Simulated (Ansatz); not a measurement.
Two isomers of C2H7NOSn: A = `C[O][SnH2][CH]=N`, B = `C=[N][SnH]([CH3])[OH]`.

Calculated with Ansatz (gas phase, PBE0-D4/def2-TZVP geometries, no zero-point term in ΔE). CCSD(T)/CBS is the MP2 limit (def2-TZVPP, def2-QZVPP) plus CCSD(T) − MP2 in def2-TZVPP, frozen cores. DFT in def2-TZVPP. B3LYP here is the variant with VWN-RPA as its local correlation; programs differ in this. Elements past krypton have def2 core potentials. For Sn outer-core shells are correlated without core-valence functions, which leaves a few kJ/mol of doubt a bond. One conformer a species, not always the lowest.

A:

Z-matrix (Å, degrees):
```
C
O 1 1.402
H 1 1.094 2 108.5
H 1 1.099 2 112.5 3 -119.0
H 1 1.099 2 112.5 3 119.0
Sn 2 1.971 1 122.1 3 179.5
C 6 2.161 2 93.9 1 -178.9
H 6 1.711 2 108.0 1 -58.9
H 6 1.711 2 108.1 1 61.2
N 7 1.260 6 120.8 2 0.2
H 7 1.094 6 121.3 2 -179.8
H 10 1.024 7 111.9 6 -0.0
```

B:

```xyz
12

C    -1.464   -1.014    1.633
N    -1.428    0.021    0.918
Sn   -0.269    0.026   -0.776
C     1.130    1.622   -0.617
O     0.680   -1.708   -0.842
H    -2.079   -1.021    2.544
H    -0.921   -1.950    1.427
H    -1.282    0.021   -2.145
H     0.595    2.570   -0.547
H     1.731    1.491    0.283
H     1.782    1.640   -1.490
H     1.525   -1.698   -0.388
```

Q: Which is lower in electronic energy at CCSD(T)/CBS, and by how much? (Estimate.)

A: The calculation gave: B, by 28.3 kcal/mol.

Q: Give E(B) − E(A) in kcal/mol with B3LYP-D4, B2PLYP, HF/def2-TZVPP, ωB97M-V, CCSD(T)/def2-TZVPP, r2SCAN-D4, MP2/def2-TZVPP. (An estimate is asked.)

A: Computed: B3LYP-D4 -24.9, B2PLYP -26.7, HF/def2-TZVPP -25.4, ωB97M-V -26.0, CCSD(T)/def2-TZVPP -26.8, r2SCAN-D4 -25.5, MP2/def2-TZVPP -29.8. None reverses the order clearly.

Largest T1 diagnostic: 0.014.

In def2-TZVPP, CCSD(T) changes the Hartree–Fock value by −1.4 kcal/mol (the triples alone add −0.2 kcal/mol) and MP2 by −4.4 kcal/mol.
